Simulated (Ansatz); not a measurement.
**Molecular dynamics of Cl2F2Ti**

The input (input.yaml):

```yaml
crystal:
  periodic: [false, false, false]
  atoms:
    - { symbol: Ti, position_ang: [-0.023311, 0.0, -0.016347] }
    - { symbol: F, position_ang: [-0.014486, 0.0, 1.720418] }
    - { symbol: F, position_ang: [1.61718, 0.0, -0.586624] }
    - { symbol: Cl, position_ang: [-1.043141, 1.792516, -0.737623] }
    - { symbol: Cl, position_ang: [-1.043141, -1.792516, -0.737623] }
basis:
  gaussian: { orbitals: def2-SVP }
hamiltonian:
  xc: pbe
md:
  timestep: 1.0
  n_steps: 100
  ensemble: nve
  temperature: 700.0
  initial_velocities: maxwell_boltzmann
  seed: 473468
```

Launched with:

```bash
$ ansatz run input.yaml --threads 2 --pin off --max-ram 3072MiB --backend cpu --events-out ev --progress --plain --runs-dir out
```

It starts from a relaxed structure.

Output, in part (one step line in 4, the closing report, with atoms numbered from 0):

```
md step     0: t =     0.00 fs  T =   700.0 K  F+E_penalty+E_count = -53566.11054284 eV  E_kin = 0.271446 eV  conserved = -53565.83909684 eV  (30 SCF iters)
md step     4: t =     4.00 fs  T =   616.5 K  F+E_penalty+E_count = -53566.07802029 eV  E_kin = 0.239050 eV  conserved = -53565.83897055 eV  (29 SCF iters)
md step     8: t =     8.00 fs  T =   459.5 K  F+E_penalty+E_count = -53566.01682079 eV  E_kin = 0.178180 eV  conserved = -53565.83864111 eV  (28 SCF iters)
md step    12: t =    12.00 fs  T =   415.7 K  F+E_penalty+E_count = -53565.99984273 eV  E_kin = 0.161217 eV  conserved = -53565.83862531 eV  (28 SCF iters)
md step    16: t =    16.00 fs  T =   494.7 K  F+E_penalty+E_count = -53566.03077727 eV  E_kin = 0.191839 eV  conserved = -53565.83893848 eV  (29 SCF iters)
md step    20: t =    20.00 fs  T =   521.6 K  F+E_penalty+E_count = -53566.04130569 eV  E_kin = 0.202248 eV  conserved = -53565.83905787 eV  (29 SCF iters)
md step    24: t =    24.00 fs  T =   416.4 K  F+E_penalty+E_count = -53566.00034113 eV  E_kin = 0.161459 eV  conserved = -53565.83888183 eV  (29 SCF iters)
md step    28: t =    28.00 fs  T =   272.7 K  F+E_penalty+E_count = -53565.94441451 eV  E_kin = 0.105737 eV  conserved = -53565.83867751 eV  (29 SCF iters)
md step    32: t =    32.00 fs  T =   212.4 K  F+E_penalty+E_count = -53565.92099923 eV  E_kin = 0.082365 eV  conserved = -53565.83863404 eV  (29 SCF iters)
md step    36: t =    36.00 fs  T =   263.0 K  F+E_penalty+E_count = -53565.94074658 eV  E_kin = 0.101974 eV  conserved = -53565.83877277 eV  (29 SCF iters)
md step    40: t =    40.00 fs  T =   339.6 K  F+E_penalty+E_count = -53565.97065582 eV  E_kin = 0.131674 eV  conserved = -53565.83898220 eV  (31 SCF iters)
md step    44: t =    44.00 fs  T =   319.3 K  F+E_penalty+E_count = -53565.96287068 eV  E_kin = 0.123828 eV  conserved = -53565.83904279 eV  (29 SCF iters)
md step    48: t =    48.00 fs  T =   177.4 K  F+E_penalty+E_count = -53565.90758929 eV  E_kin = 0.068781 eV  conserved = -53565.83880838 eV  (31 SCF iters)
md step    52: t =    52.00 fs  T =    56.0 K  F+E_penalty+E_count = -53565.86026494 eV  E_kin = 0.021708 eV  conserved = -53565.83855703 eV  (31 SCF iters)
md step    56: t =    56.00 fs  T =    96.8 K  F+E_penalty+E_count = -53565.87621612 eV  E_kin = 0.037537 eV  conserved = -53565.83867904 eV  (32 SCF iters)
md step    60: t =    60.00 fs  T =   233.0 K  F+E_penalty+E_count = -53565.92932133 eV  E_kin = 0.090364 eV  conserved = -53565.83895733 eV  (31 SCF iters)
md step    64: t =    64.00 fs  T =   301.3 K  F+E_penalty+E_count = -53565.95586147 eV  E_kin = 0.116857 eV  conserved = -53565.83900429 eV  (29 SCF iters)
md step    68: t =    68.00 fs  T =   261.3 K  F+E_penalty+E_count = -53565.94018006 eV  E_kin = 0.101332 eV  conserved = -53565.83884781 eV  (29 SCF iters)
md step    72: t =    72.00 fs  T =   200.0 K  F+E_penalty+E_count = -53565.91624934 eV  E_kin = 0.077560 eV  conserved = -53565.83868974 eV  (30 SCF iters)
md step    76: t =    76.00 fs  T =   213.4 K  F+E_penalty+E_count = -53565.92141097 eV  E_kin = 0.082752 eV  conserved = -53565.83865935 eV  (29 SCF iters)
md step    80: t =    80.00 fs  T =   320.1 K  F+E_penalty+E_count = -53565.96292610 eV  E_kin = 0.124141 eV  conserved = -53565.83878515 eV  (29 SCF iters)
md step    84: t =    84.00 fs  T =   442.4 K  F+E_penalty+E_count = -53566.01054736 eV  E_kin = 0.171561 eV  conserved = -53565.83898666 eV  (29 SCF iters)
md step    88: t =    88.00 fs  T =   463.3 K  F+E_penalty+E_count = -53566.01870990 eV  E_kin = 0.179662 eV  conserved = -53565.83904813 eV  (32 SCF iters)
md step    92: t =    92.00 fs  T =   359.5 K  F+E_penalty+E_count = -53565.97821247 eV  E_kin = 0.139405 eV  conserved = -53565.83880730 eV  (30 SCF iters)
md step    96: t =    96.00 fs  T =   276.5 K  F+E_penalty+E_count = -53565.94578595 eV  E_kin = 0.107226 eV  conserved = -53565.83856004 eV  (31 SCF iters)
md step   100: t =   100.00 fs  T =   352.1 K  F+E_penalty+E_count = -53565.97524002 eV  E_kin = 0.136530 eV  conserved = -53565.83871049 eV  (29 SCF iters)
Total energy: -53565.97534358 eV, -1968.5132855543 hartree
Atom 0 at     0.029243     0.005547     0.031333 Å, force    -1.054938     0.040561    -1.275617 eV/Å
Atom 1 at    -0.018814    -0.040488     1.721379 Å, force     0.072751     0.028582     1.813745 eV/Å
Atom 2 at     1.611345     0.017876    -0.599390 Å, force     1.312468    -0.008481    -0.353060 eV/Å
Atom 3 at    -1.078961     1.670425    -0.778386 Å, force    -0.154864     0.633313    -0.040458 eV/Å
Atom 4 at    -1.072836    -1.665797    -0.754914 Å, force    -0.175417    -0.693975    -0.144609 eV/Å
Dipole moment:     0.074438     0.004252     0.074548 e Å
```

The run went to its last step. The conserved energy stayed within 0.11 meV per atom of its start (net change 0.077 meV per atom), so the integration is sound. A run of 0.1 ps of so small a system gives no equilibrium averages.

The same pairs are bonded in the first frame and the last. Pairs count as bonded within 1.25 times the sum of covalent radii (0.12 Å more for H–H).

Last frame:

```xyz
5
Properties=species:S:1:pos:R:3
Ti 0.029 0.005 0.031
F -0.019 -0.041 1.721
F 1.611 0.018 -0.599
Cl -1.079 1.670 -0.778
Cl -1.073 -1.666 -0.755
```

The run took 2.5 min on 2 threads of Arm Neoverse V2 (shared host), peak memory 0.15 GiB.
